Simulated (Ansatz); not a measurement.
Geometry optimisation, Ansatz 0.2.0, RKS PBE0-D4/6-31G*.

input.yaml

```yaml
crystal:
  periodic: [false, false, false]
  atoms:
    - { symbol: B, position_ang: [0.137895, -0.008307, -0.175123] }
    - { symbol: H, position_ang: [-0.255501, 0.192745, 0.929394] }
    - { symbol: Cl, position_ang: [1.456354, 0.84289, -0.896524] }
    - { symbol: F, position_ang: [-0.555569, -0.893723, -0.94217] }
    - { symbol: O, position_ang: [0.525443, -2.129894, 1.269818] }
    - { symbol: Al, position_ang: [-0.596255, -2.857651, 0.142996] }
    - { symbol: H, position_ang: [0.063628, -3.792287, -0.951986] }
    - { symbol: H, position_ang: [-2.149752, -2.812655, 0.487125] }
    - { symbol: H, position_ang: [0.125257, -1.416917, 1.816871] }
basis:
  gaussian: { orbitals: "6-31G*" }
hamiltonian:
  xc: pbe0
  dispersion: d4
relax:
  f_tol: 0.03
  max_steps: 50
```

Command:

```bash
$ ansatz run input.yaml --threads 2 --pin off --max-ram 3072MiB --backend cpu --events-out ev --progress --plain --runs-dir out
```

**Question.** Where does it end, and by what steps?

**Answer.** It converged. After 10 steps the energy has fallen by 1.397 eV; O5 moved furthest, 0.65 Å. Joined: B1–O5 (2.60 → 1.52 Å).

```
step  energy less start (eV)  largest force component (eV/Å)  accepted
   0                  0.0000                           1.026       yes
   1                 -0.0952                           1.416       yes
   2                 -0.1584                           2.248       yes
   3                 -0.3115                           0.896       yes
   4                 -0.6779                           1.710       yes
   5                 -1.0763                           1.796       yes
   6                 -1.1924                           2.442       yes
   7                 -1.2282                           1.078       yes
   8                 -1.3837                           0.349       yes
   9                 -1.3960                           0.088       yes
  10                 -1.3973                           0.022       yes
```

```xyz
9
Properties=species:S:1:pos:R:3
B 0.172 -0.309 0.157
H -0.468 0.499 0.761
Cl 1.640 0.289 -0.680
F -0.737 -0.997 -0.894
O 0.441 -1.570 0.956
Al -0.664 -2.675 -0.131
H 0.138 -3.667 -1.059
H -1.990 -2.988 0.679
H 0.219 -1.458 1.890
```

Run time: 31 s on 2 threads of Arm Neoverse V2, with other jobs on the host, peak memory 0.19 GiB.
